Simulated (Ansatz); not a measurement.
This geometry of CH₂AlFSi (6 atoms, charge 0, multiplicity 1) is a first-order saddle point.

Computed with RKS PBE-D4/STO-3G in Ansatz.

```xyz
6
Properties=species:S:1:pos:R:3
F 0.845 -2.063 -0.180
C 0.904 -0.840 0.392
Si 1.229 0.535 1.251
Al -0.584 0.651 -0.206
H -0.405 1.272 -1.577
H -1.990 0.444 0.322
```

Q: Which two structures does it join? (They come from a converged band through this point; their orientation in space is the band's.)

A: No bond is made or broken. The dihedral C2–Si3–Al4–H5 goes from -180 to 0°. The two ends are copies of one structure, up to a mirror image or an exchange of like atoms.

Initial state:

```xyz
6
Properties=species:S:1:pos:R:3
F 0.200 -1.950 0.971
C 0.733 -0.749 0.635
Si 1.759 0.560 0.447
Al -0.454 0.539 -0.427
H -0.530 1.905 -1.091
H -1.708 -0.306 -0.534
```

Final state:

```xyz
6
Properties=species:S:1:pos:R:3
F 0.210 -1.961 0.947
C 0.736 -0.751 0.629
Si 1.753 0.568 0.464
Al -0.456 0.541 -0.423
H -1.702 -0.313 -0.551
H -0.540 1.916 -1.065
```

Q: How far does it lie above each of them?

A: 0.186 eV above the first and 0.186 eV above the second. This is the barrier of this one path; another mechanism may lie lower. Limits of this set-up: minimal basis.

The run took 2.3 min on 1 thread of Intel(R) Xeon(R) Processor @ 2.50GHz (Skylake/Cascade Lake), with other jobs on the host, peak memory 0.098 GiB.
